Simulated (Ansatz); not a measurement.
One change: `[SH][Ge][Cl]` becomes `S[Si]Cl`.

Ansatz, PBE0-D4/def2-TZVP geometries, multiplicity 1. Each molecule was computed in one conformer, which needn't be the lowest.

Scalar relativity is left out up to krypton.

```
                                      property  `[SH][Ge][Cl]`
size of the dipole moment (PBE/def2-TZVPP) / D            0.86
         HOMO–LUMO gap (B3LYP/def2-TZVPP) / eV            4.49
             HOMO energy (PBE/def2-TZVPP) / eV           -6.51
         HOMO energy (ωB97M-V/def2-TZVPP) / eV           -9.63
            LUMO energy (PBE0/def2-TZVPP) / eV           -2.71
          HOMO–LUMO gap (PBE0/def2-TZVPP) / eV            4.88
```

Q: Give the same properties after the change, and the shifts. (An estimate is asked.)

A: Computed: 
| property | `S[Si]Cl` | shift |
| --- | --- | --- |
| size of the dipole moment (PBE/def2-TZVPP) / D | 1.58 | 0.72 |
| HOMO–LUMO gap (B3LYP/def2-TZVPP) / eV | 4.41 | -0.08 |
| HOMO energy (PBE/def2-TZVPP) / eV | -6.16 | 0.35 |
| HOMO energy (ωB97M-V/def2-TZVPP) / eV | -9.25 | 0.38 |
| LUMO energy (PBE0/def2-TZVPP) / eV | -2.49 | 0.22 |
| HOMO–LUMO gap (PBE0/def2-TZVPP) / eV | 4.75 | -0.13 |

With PBE0 the HOMO rises by 0.35 eV and the LUMO rises by 0.22 eV, so the gap narrows by about 0.13 eV. PBE moves the HOMO by 0.35 eV and ωB97M-V by 0.38 eV. Dipoles are sizes alone; their direction can turn.

B3LYP here is the variant with VWN-RPA as its local correlation; programs differ in this.
